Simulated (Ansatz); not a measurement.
A nudged elastic band was laid between two geometries of AlCl2H4InO2 (10 atoms, charge 0, multiplicity 1).

Level of theory: Ansatz 0.2.0, RKS PBE0-D4/def2-SVP.

- movable images: 9
- climbing image: yes
- spring: 5.0 eV/Å²
- optimiser: quadratic models (default)
- start path: straight line
- force threshold: 0.05 eV/Å
- iteration limit: 60
- end points: relaxed

Image 0:

```xyz
10
Properties=species:S:1:pos:R:3
In 0.134 0.173 0.414
Cl 0.380 -0.927 2.461
O 1.294 -0.054 -1.174
H 1.847 -0.842 -1.103
Cl -2.279 0.420 -0.265
O -0.243 2.246 0.816
Al -1.975 2.673 0.318
H -2.027 3.487 -1.036
H -2.839 2.995 1.607
H 0.179 2.662 1.577
```

Image 10:

```xyz
10
Properties=species:S:1:pos:R:3
In 0.230 0.068 0.549
Cl 0.449 -0.879 2.659
O 1.418 -0.302 -0.990
H 1.082 0.104 -1.799
Cl -2.182 0.294 -0.191
O -0.164 2.167 0.884
Al -1.882 2.564 0.320
H -1.880 3.313 -1.075
H -2.787 2.945 1.565
H 0.185 2.561 1.692
```

What changes between the two ends?

No bond is made or broken.

What energy profile does the band end with?

The forces met the threshold. The highest image is number 5 of 0 to 10, 0.025 eV above the ends, which have the same energy within 2 meV. Another band between the same ends (9 images) ends at a top of the same energy, where a vibrational analysis finds 1 clearly imaginary mode.

```csv
image,path coordinate (Å),energy (eV)
0,0.00,0.000
1,0.21,0.002
2,0.41,0.008
3,0.62,0.016
4,0.83,0.023
5,1.03,0.025
6,1.22,0.022
7,1.40,0.015
8,1.58,0.006
9,1.77,0.000
10,1.95,-0.001
```

What is the geometry of the highest image?


```xyz
10
Properties=species:S:1:pos:R:3
In 0.260 0.195 0.546
Cl 0.429 -0.771 2.660
O 1.547 -0.022 -0.945
H 1.252 -0.676 -1.591
Cl -2.133 0.301 -0.248
O -0.217 2.267 0.874
Al -1.934 2.594 0.265
H -1.948 3.338 -1.130
H -2.878 2.929 1.493
H 0.091 2.678 1.690
```

Time of the run: 2.4 min on 4 threads of Arm Neoverse V2, with other jobs on the host, peak memory 0.39 GiB.
